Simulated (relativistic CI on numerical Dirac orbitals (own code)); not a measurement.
# Line list: Electric-dipole lines, Mn⁴⁺

Calculated at this level of theory: Dirac-Coulomb-Breit CI, KLI orbitals optimised for each configuration, model QED, valence Slater integrals scaled by 0.85, configuration energies shifted to the measured levels that pair with them (semi-empirical) (own radial code, finite nucleus).

CI space (outside the closed core [Ne]): 3s²3p⁶3d³, 3s²3p⁶3d²4s, 3s²3p⁶3d²4p, 3s²3p⁵3d⁴, 3s²3p⁶3d²4d, 3s²3p⁶3d²5s, 3s²3p⁴3d⁵, 3s²3p⁶3d²5p, 3s²3p⁶3d²4f, 3s²3p⁶3d4s², 3s²3p⁶3d²5d, 3s3p⁶3d⁴, 3s²3p⁶3d4s4p, 3s²3p⁶3d²5f, 3s²3p⁶3d²5g, 3s²3p⁶3d4p², 3s²3p⁶3d4s4d, 3s²3p⁵3d³4s, 3s²3p⁶3d4p4d. Levels of other configurations are missing.

```csv
λ vac (Å),Lower,Upper,A (s⁻¹),log gf,S velocity/length
381.94,3s²3p⁶3d³ ⁴F9/2 [4],3s²3p⁶3d²4p ⁴D°7/2 [64],1.50e+09,-0.58,1.00
382.68,3s²3p⁶3d³ ⁴F7/2 [3],3s²3p⁶3d²4p ⁴D°5/2 [62],1.29e+09,-0.77,0.99
382.88,3s²3p⁶3d³ ⁴F3/2 [1],3s²3p⁶3d²4p ⁴D°1/2 [60],1.76e+09,-1.11,0.99
382.91,3s²3p⁶3d³ ⁴F5/2 [2],3s²3p⁶3d²4p ⁴D°3/2 [61],1.35e+09,-0.93,0.99
400.82,3s²3p⁶3d³ ⁴P3/2 [6],3s²3p⁶3d²4p ⁴P°1/2 [68],2.02e+09,-1.01,0.94
405.64,3s²3p⁶3d³ ⁴F5/2 [2],3s²3p⁶3d²4p ²D°3/2 [49],1.16e+09,-0.94,0.95
406.51,3s²3p⁶3d³ ⁴F3/2 [1],3s²3p⁶3d²4p ⁴D°1/2 [47],4.63e+09,-0.64,0.95
406.71,3s²3p⁶3d³ ⁴F9/2 [4],3s²3p⁶3d²4p ⁴D°7/2 [50],2.47e+09,-0.31,0.96
407.12,3s²3p⁶3d³ ⁴F7/2 [3],3s²3p⁶3d²4p ⁴D°5/2 [48],2.88e+09,-0.37,0.95
407.44,3s²3p⁶3d³ ⁴F5/2 [2],3s²3p⁶3d²4p ⁴D°3/2 [45],2.89e+09,-0.54,0.95
408.80,3s²3p⁶3d³ ⁴F9/2 [4],3s²3p⁶3d²4p ²F°7/2 [46],1.85e+09,-0.43,0.95
409.04,3s²3p⁶3d³ ⁴F7/2 [3],3s²3p⁶3d²4p ²F°5/2 [44],8.13e+08,-0.91,0.95
410.50,3s²3p⁶3d³ ⁴F9/2 [4],3s²3p⁶3d²4p ⁴G°11/2 [43],5.55e+08,-0.77,1.00
410.51,3s²3p⁶3d³ ⁴F5/2 [2],3s²3p⁶3d²4p ⁴F°7/2 [41],3.90e+08,-1.10,0.96
410.98,3s²3p⁶3d³ ⁴F9/2 [4],3s²3p⁶3d²4p ⁴F°9/2 [42],4.38e+09,0.05,0.97
411.08,3s²3p⁶3d³ ⁴F3/2 [1],3s²3p⁶3d²4p ⁴F°5/2 [39],5.17e+08,-1.10,0.96
411.29,3s²3p⁶3d³ ⁴F7/2 [3],3s²3p⁶3d²4p ⁴F°7/2 [41],4.09e+09,-0.08,0.97
411.62,3s²3p⁶3d³ ⁴F7/2 [3],3s²3p⁶3d²4p ⁴G°9/2 [40],7.88e+08,-0.70,0.99
411.66,3s²3p⁶3d³ ⁴F5/2 [2],3s²3p⁶3d²4p ⁴F°5/2 [39],3.85e+09,-0.23,0.96
411.99,3s²3p⁶3d³ ⁴F3/2 [1],3s²3p⁶3d²4p ⁴F°3/2 [37],4.23e+09,-0.37,0.96
412.45,3s²3p⁶3d³ ⁴F7/2 [3],3s²3p⁶3d²4p ⁴F°5/2 [39],4.88e+08,-1.13,0.97
412.50,3s²3p⁶3d³ ⁴F5/2 [2],3s²3p⁶3d²4p ⁴G°7/2 [38],7.66e+08,-0.81,0.98
412.51,3s²3p⁶3d³ ⁴P1/2 [5],3s²3p⁶3d²4p ⁴S°3/2 [55],1.44e+09,-0.83,0.94
412.58,3s²3p⁶3d³ ⁴F5/2 [2],3s²3p⁶3d²4p ⁴F°3/2 [37],6.55e+08,-1.17,0.97
412.75,3s²3p⁶3d³ ⁴P3/2 [6],3s²3p⁶3d²4p ⁴S°3/2 [55],2.67e+09,-0.56,0.94
413.29,3s²3p⁶3d³ ⁴F3/2 [1],3s²3p⁶3d²4p ⁴G°5/2 [36],6.39e+08,-1.01,0.98
417.53,3s²3p⁶3d³ ²H11/2 [15],3s²3p⁶3d²4p ²G°9/2 [67],5.50e+09,0.16,0.91
433.14,3s²3p⁶3d³ ⁴P3/2 [6],3s²3p⁶3d²4p ⁴D°5/2 [48],1.07e+09,-0.74,0.92
433.68,3s²3p⁶3d³ ⁴P1/2 [5],3s²3p⁶3d²4p ⁴D°1/2 [47],1.84e+09,-0.99,0.92
434.36,3s²3p⁶3d³ ⁴P3/2 [6],3s²3p⁶3d²4p ⁴D°3/2 [45],8.90e+08,-1.00,0.91
1373.9,3s²3p⁶3d²4s ²G7/2 [34],3s²3p⁶3d²4p ²F°5/2 [78],1.02e+09,0.24,0.53
1388.1,3s²3p⁶3d²4s ²G9/2 [33],3s²3p⁶3d²4p ²F°7/2 [77],9.23e+08,0.33,0.52
1453.6,3s²3p⁶3d²4s ²G9/2 [33],3s²3p⁶3d²4p ²H°11/2 [74],9.83e+08,0.57,0.77
1456.2,3s²3p⁶3d²4s ²P3/2 [32],3s²3p⁶3d²4p ²D°5/2 [71],7.89e+08,0.18,0.66
1477.3,3s²3p⁶3d²4s ²G7/2 [34],3s²3p⁶3d²4p ²H°9/2 [73],9.34e+08,0.49,0.76
1481.2,3s²3p⁶3d²4s ²F5/2 [24],3s²3p⁶3d²4p ²G°7/2 [52],8.55e+08,0.35,0.73
1488.3,3s²3p⁶3d²4s ²F7/2 [25],3s²3p⁶3d²4p ²G°9/2 [53],8.81e+08,0.47,0.72
1492.5,3s²3p⁶3d²4s ⁴P5/2 [30],3s²3p⁶3d²4p ⁴D°7/2 [64],8.12e+08,0.34,0.63
1504.1,3s²3p⁶3d²4s ²D5/2 [26],3s²3p⁶3d²4p ²F°7/2 [59],7.67e+08,0.32,0.65
1505.9,3s²3p⁶3d²4s ⁴F9/2 [23],3s²3p⁶3d²4p ⁴G°11/2 [43],8.82e+08,0.56,0.69
1512.3,3s²3p⁶3d²4s ⁴F9/2 [23],3s²3p⁶3d²4p ⁴F°9/2 [42],5.54e+08,0.28,0.53
1518.3,3s²3p⁶3d²4s ⁴F7/2 [22],3s²3p⁶3d²4p ⁴G°9/2 [40],5.52e+08,0.28,0.70
1528.9,3s²3p⁶3d²4s ⁴F5/2 [21],3s²3p⁶3d²4p ⁴G°7/2 [38],5.17e+08,0.16,0.70
1624.0,3s²3p⁶3d²4s ²G9/2 [33],3s²3p⁶3d²4p ²G°9/2 [67],6.93e+08,0.44,0.48
1628.0,3s²3p⁶3d²4s ²G7/2 [34],3s²3p⁶3d²4p ²G°7/2 [66],6.45e+08,0.31,0.48
```

Terms are leading LS components. Brackets give the number of a level in order of energy, since labels repeat. The list gives strong lines, with weight on those to low levels, without configurations that were not tied to measured data, among the lowest 400 of 1677 levels, so that lines to higher ones, which can be the strongest, are missing. Levels whose partners in the same complex of configurations lie outside the list can be far off, and so can their lines. Rates are taken at the computed energies, electric ones in the length gauge. A velocity-to-length ratio far from 1 marks an uncertain rate.

Configurations whose levels could be paired with our table of measured levels were shifted onto them, all but the ground configuration, by the median error of their levels; single terms can still be off by 1,000 to 2,000 cm⁻¹ or more, and rates follow the energies as ν³ (E1, M1) or ν⁵ (E2). The others borrow a shift and can be off by several thousand cm⁻¹ or more. 67 of the 67 excited levels that our extract of the measured tables holds in this range could be paired (the sources list more); they are missed by 747 cm⁻¹ on average and 4641 at most, after the shifts were fitted to these levels, and levels without a partner can miss by more.
